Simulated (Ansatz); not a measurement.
Total energies of PdS2⁺ from Ansatz at PBE-D4/def2-TZVP, gas phase (1 Eh = 27.2114 eV = 2625.5 kJ/mol). The reference geometry is relaxed at PBE-D4/def2-TZVP.

```xyz
3

Pd    0.011    1.144   -0.752
S     0.880   -0.363    0.707
S    -0.891   -0.781    0.045
```

```csv
state,geometry,energy (Eh)
charge 1 doublet,reference,-923.75264
charge 0 triplet,reference,-924.02824
charge 1 quartet,relaxed at PBE-D4/def2-TZVP,-923.69913
```

In the def2 sets Pd takes a core potential; there is no spin–orbit coupling.

**Question.** Work out the vertical electron affinity, to the triplet.

**Answer.** E(charge 1 doublet) − E(charge 0 triplet) = -923.75264 − (-924.02824) = 0.27560 Eh = 7.50 eV.

**Question.** Which of the charge 1 states is lowest, and how far above it are the others?

**Answer.** The doublet. quartet: -923.69913 − (-923.75264) = 0.05351 Eh = 140.5 kJ/mol.

The structure comes from a short search, and lower isomers may exist.
